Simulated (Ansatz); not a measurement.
`C[SiH](O)C=O` + `NC(=O)C=O` → `C[SiH](O)C(N)=O` + `O=CC=O`  (formal exchange of groups at the Si–C bond)

Computed with Ansatz on PBE0-D4/def2-TZVP structures; ΔE is electronic, products minus reactants. CCSD(T)/CBS is the MP2 limit (def2-TZVPP, def2-QZVPP) plus CCSD(T) − MP2 in def2-TZVPP, frozen cores. This one scheme is used for every species. Functionals use def2-TZVPP. B3LYP here is the variant with VWN-RPA as its local correlation; programs differ in this. Each species was taken in one conformer, which may not be the lowest.

Is it downhill or uphill in electronic energy at CCSD(T)/CBS, and by how much? (Estimate.)

Ansatz gave: Nearly level: ΔE = -0.1 kJ/mol.

What do these levels give: PBE-D4, r2SCAN-D4, B3LYP-D4, MP2/def2-TZVPP, SCS-MP2/def2-TZVPP, CCSD/CBS(def2)? (Estimate.)

Computed: PBE-D4 -0.1, r2SCAN-D4 1.3, B3LYP-D4 0.0, MP2/def2-TZVPP 0.4, SCS-MP2/def2-TZVPP 0.8, CCSD/CBS(def2) 0.7 kJ/mol.

Largest T1 diagnostic among the species: 0.016.
